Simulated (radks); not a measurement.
Sb II, 50 electrons, occupied as [Kr] 4d10 5s2 5p2 (the NIST ground configuration). Method: scalar-relativistic Kohn-Sham, Slater X-alpha with alpha = 0.802, spin-unpolarised, spherical densities, point nucleus; computed with a radial shooting solver on a logarithmic mesh with Libxc functionals.

Unscreened Slater integrals over Kohn-Sham orbitals (cm^-1).

F0(5p,5p): 75939
F2(5p,5p): 40607
F0(5p,5s): 83041
G1(5p,5s): 53977
F0(5p,4d): 95838
F2(5p,4d): 25276
G1(5p,4d): 8320.6
G3(5p,4d): 7445.8
F0(5p,4p): 97442
F2(5p,4p): 20771
G0(5p,4p): 3915.7
G2(5p,4p): 4978.4
F0(5s,5s): 93208
F0(5s,4d): 114380
G2(5s,4d): 14848
F0(5s,4p): 117020
G1(5s,4p): 7745.3
F0(4d,4d): 195560
F2(4d,4d): 98317
F4(4d,4d): 64880
F0(4d,4p): 211960
F2(4d,4p): 106770
G1(4d,4p): 135700
G3(4d,4p): 83664
F0(4p,4p): 233080
F2(4p,4p): 122150

Derived for the open shells (J is the average intra-shell exchange parameter used in DFT+U). 5p: J = F2/5 = 8121 cm^-1.
